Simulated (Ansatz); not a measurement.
BFGeH4O, SMILES `B[O][GeH2][F]`, 8 atoms. The species carries charge 0 and has multiplicity 1. Correlated methods include outer-core shells of Ge, which these sets cover unevenly. Scalar relativity is left out up to krypton. All runs use 2 threads of an Arm Neoverse V1 on a shared host. Correlated methods freeze the cores.

Question: Give the basis size and wall time and peak host memory of each of these runs in Ansatz. RKS ωB97M-V/def2-SVP energy; RKS BLYP-D4/def2-TZVPP energy; RKS ωB97M-V/def2-QZVPP energy; RKS PBE0-D4/def2-QZVPP energy; RHF-CCSD(T)/def2-SVP energy; RKS PBE0-D4/def2-TZVP relaxation (14 steps); RKS PBE0-D4/def2-TZVP frequencies; direct RPA on PBE orbitals/def2-TZVPP energy; RHF-CCSD(T)/def2-TZVPP energy; RKS B2PLYP (frozen core)/def2-TZVPP energy; RKS PBE0-D4/def2-SVP energy; RHF-MP2/def2-QZVPP energy. (Estimate.)

Answer: The calculation gave: Other jobs shared the machine, so times are rough.

```
                                level                    job  functions  wall time  peak host memory (GiB)
                 RKS PBE0-D4/def2-SVP                 energy         94      1.6 s                    0.18
               RKS BLYP-D4/def2-TZVPP                 energy        197      2.5 s                    0.22
  RKS B2PLYP (frozen core)/def2-TZVPP                 energy        197        6 s                    0.43
direct RPA on PBE orbitals/def2-TZVPP                 energy        197        6 s                    0.38
                 RHF-CCSD(T)/def2-SVP                 energy         94      6.5 s                    0.36
                 RKS ωB97M-V/def2-SVP                 energy         94        7 s                    0.26
               RKS PBE0-D4/def2-QZVPP                 energy        380       10 s                     1.1
                   RHF-MP2/def2-QZVPP                 energy        380       23 s                     1.7
               RKS ωB97M-V/def2-QZVPP                 energy        380       24 s                     1.2
                RKS PBE0-D4/def2-TZVP  relaxation (14 steps)        165       57 s                    0.37
                RKS PBE0-D4/def2-TZVP            frequencies        165      120 s                    0.36
               RHF-CCSD(T)/def2-TZVPP                 energy        197    2.1 min                     2.5
```
